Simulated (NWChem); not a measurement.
Species: TaCl5; SMILES [Cl][Ta]([Cl])([Cl])([Cl])[Cl]

```xyz
6

Ta     0.0000     0.0000     0.0000
Cl     0.0000     0.0000     2.3449
Cl     0.0000     0.0000    -2.3449
Cl    -0.5953     2.2216     0.0000
Cl     2.2216    -0.5953     0.0000
Cl    -1.6263    -1.6263     0.0000
```
Atoms are numbered in this order, from 1.

Results from NWChem. Medium grid unless said otherwise, to which SCAN and Minnesota functionals are sensitive. The geometry was optimised at PBE-D3(BJ)/def2-SVP. No frequency run checked for a minimum. def2 effective core potentials on Ta; no spin-orbit coupling.

For level MN15-L/def2-SVP:

```yaml
highest occupied level (eV): -8.53
orbital gap (eV): 3.95
```

How do the values read with level Hartree-Fock/def2-SVP instead?

The highest occupied level (eV) comes out as -12.49 and the orbital gap (eV) is 11.82.
